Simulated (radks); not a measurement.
Coulomb parameter of the 4d shell of the ruthenium ion Ru3+ in the model configuration [Kr] 4d4 5p1, as a second difference U = [E(n + 0.5) + E(n - 0.5) - 2 E(n)] / (0.5)^2 with all orbitals relaxed. "Bare": the charge of the atom changes with n. "Screened": the 5p shell takes up the change at fixed total charge, which measures U(4d,4d) + U(5p,5p) - 2 U(4d,5p). Calculated with a radial shooting solver on a logarithmic mesh with Libxc functionals: Dirac Kohn-Sham, PBEsol, spin-unpolarised, spherical densities, point nucleus; open shells are shared between the two j in proportion to 2j + 1.

case              configuration  E - E(n) (eV)
start              [Kr] 4d4 5p1          0.000
bare +0.5        [Kr] 4d4.5 5p1        -19.341
bare -0.5        [Kr] 4d3.5 5p1         22.884
screened +0.5  [Kr] 4d4.5 5p0.5         -8.695
screened -0.5  [Kr] 4d3.5 5p1.5          9.364

U(bare) = 14.172 eV, U(screened by 5p) = 2.677 eV.
